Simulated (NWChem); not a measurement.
WO$_{2}$Cl$_{2}$; SMILES [W]([Cl])(=[O])(=[O])[Cl]

def2 effective core potentials on W; no spin-orbit coupling.

### Question
Give the equilibrium geometry at PBE0/def2-SVP with def2 effective core potentials on W (NWChem) as a Z-matrix, with the point group.

### Answer
point group C2v; any orientation.
```
W
O 1 1.6915
O 1 1.6915 2 106.01
Cl 1 2.2698 2 108.86 3 116.96
Cl 1 2.2698 2 108.86 3 -116.96
```
